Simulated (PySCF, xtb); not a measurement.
CH₇NSi₂, SMILES C1[SiH2][SiH2]N1.

Harmonic wavenumbers (cm⁻¹) from xtb with GFN2-xTB at its own minimum, in rising order: 81, 293, 392, 419, 439, 461, 504, 539, 572, 667, 706, 767, 797, 824, 876, 1078, 1137, 1174, 1333, 1504, 2125, 2169, 2197, 2204, 2879, 2918, 3454.

Question: What does B3LYP-D3(BJ)/def2-SVP (PySCF) give at its own minimum? (The exact figures need the calculation; the answer reports its results.)

Answer: 85, 321, 425, 431, 438, 537, 597, 655, 668, 727, 767, 845, 849, 948, 1008, 1057, 1174, 1175, 1339, 1482, 2165, 2177, 2212, 2220, 2986, 3025, 3583. Paired by order, the mean absolute difference is 55 cm⁻¹ and the zero-point energies are 46.5 and 48.5 kcal/mol.
